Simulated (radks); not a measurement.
The nuclear charge of neutral helium is varied continuously with 2 electrons held in [He]. All-electron calculation, scalar-relativistic Kohn-Sham, BLYP, spin-unpolarised, spherical densities, finite nucleus; Gaussian nuclear charge, rms radius 1.6755 fm. Program: a radial shooting solver on a logarithmic mesh with Libxc functionals. By the Hellmann-Feynman theorem dE/dZ = E(electron-nucleus)/Z, the electronic potential at the nucleus (averaged over a nucleus of fixed radius). The scalar-relativistic energy here is not variational (the density holds large components alone), so the two differ by a part that grows with Z.

[
 {"Z": "2", "E (hartree)": "-2.90721", "E(electron-nucleus)/Z (hartree)": "-3.37437", "HOMO": "1s", "e(HOMO) (eV)": "-15.916", "<r> HOMO (bohr)": "0.9456"},
 {"Z": "2.4", "E (hartree)": "-4.41668", "E(electron-nucleus)/Z (hartree)": "-4.17306", "HOMO": "1s", "e(HOMO) (eV)": "-30.577", "<r> HOMO (bohr)": "0.7541"},
 {"Z": "2.6", "E (hartree)": "-5.29125", "E(electron-nucleus)/Z (hartree)": "-4.57268", "HOMO": "1s", "e(HOMO) (eV)": "-39.537", "<r> HOMO (bohr)": "0.6849"},
 {"Z": "2.8", "E (hartree)": "-6.24577", "E(electron-nucleus)/Z (hartree)": "-4.97244", "HOMO": "1s", "e(HOMO) (eV)": "-49.585", "<r> HOMO (bohr)": "0.6274"},
 {"Z": "3", "E (hartree)": "-7.28025", "E(electron-nucleus)/Z (hartree)": "-5.37231", "HOMO": "1s", "e(HOMO) (eV)": "-60.719", "<r> HOMO (bohr)": "0.5788"}
]

 No converged solution with all levels bound was reached at Z = 1.8, 2.2.
